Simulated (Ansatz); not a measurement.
Basis sets compared for Ge₂S₄⁻ (the lowest doublet isomer of a short search). Charge -1, multiplicity 2. Geometry PBE-D4/def2-SVPD. Ansatz on 4 threads of Arm Neoverse V1 on a shared host; times are rough, and most runs start from earlier orbitals.

```xyz
6

Ge   -0.286    2.687    0.255
Ge    1.042   -0.228    0.262
S    -0.414   -3.370    0.021
S    -0.533    0.928    1.675
S     0.831    1.540   -1.365
S    -0.640   -1.556   -0.847
```

The structure comes from a short search, and lower isomers may exist.

| level | functions | energy (Eh) | HOMO (eV) | LUMO (eV) | wall time |
| --- | --- | --- | --- | --- | --- |
| PBE-D4/def2-SVPD | 184 | -5744.7262 | -1.32 | -0.66 | 7 s |
| PBE0-D4/def2-SVPD | 184 | -5744.9396 | -2.29 | 0.17 | 12 s |

(1) Estimate the rows for PBE-D4/def2-TZVPD, PBE0-D4/def2-TZVPD.

Results:

(1) 
```json
{"level": "PBE-D4/def2-TZVPD", "functions": "292", "energy (Eh)": "-5745.7826", "HOMO (eV)": "-1.28", "LUMO (eV)": "-0.59", "wall time": "13 s"}
{"level": "PBE0-D4/def2-TZVPD", "functions": "292", "energy (Eh)": "-5745.9915", "HOMO (eV)": "-2.23", "LUMO (eV)": "0.26", "wall time": "26 s"}
```
